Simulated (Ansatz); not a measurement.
Ideal-gas functions of CH4FGeN, SMILES `N=[C](F)[GeH3]` at 400 K and 1 bar, from an Ansatz frequency run at PBE0-D4/def2-TZVP.

Molar mass 121.66 g/mol, point group Cs (symmetry number 1), electronic degeneracy 1, moments of inertia 50.583, 181.768, 225.968 u Å². Harmonic wavenumbers (cm⁻¹, unscaled): 90, 217, 347, 371, 577, 644, 703, 817, 874, 878, 895, 1003, 1263, 1756, 2172, 2184, 2187, 3549.

Use S(trans) = R[1.5 ln M + 2.5 ln T − 1.1517]; rotational temperatures θ = 24.2544 K / I; S(rot) = R[ln(√π/σ · √(T³/θAθBθC)) + 1.5]; for each mode x = 1.438777 ν̃/T, S = R[x/(eˣ − 1) − ln(1 − e⁻ˣ)] and H = RT x/(eˣ − 1); 1 cm⁻¹ = 0.0119627 kJ/mol; R = 8.31446 J/(mol·K).

Task: By hand: the entropy, in J/(mol·K).

Result: Translation 174.8. Rotation: θ = 0.4795, 0.1334, 0.1073 K, giving 112.7. Vibration, mode by mode: 17.73, 10.58, 6.99, 6.51, 3.59, 2.97, 2.51, 1.82, 1.54, 1.53, 1.45, 1.06, 0.50, 0.11, 0.03, 0.03, 0.03, 0.00, in all 59.0. Electronic 0.0. Sum 346.5 J/(mol·K).

Task: By hand: H − E and G − E in kJ/mol, counted from the electronic energy.

Result: Zero-point energy ½ × 20527 × 0.0119627 = 122.8; thermal vibration 13.3; translation, rotation and pV give 4 RT = 13.3. H − E = 149.4 kJ/mol, and G − E = 149.4 − 400 × 346.5/1000 = 10.8 kJ/mol.

Vibration gives 17 % of the entropy, 17.7 J/(mol·K) of it from the mode under 150 cm⁻¹: soft modes count most, and the harmonic formula is weakest for them. The sum counts one conformer and one mirror image; others add a mixing term.
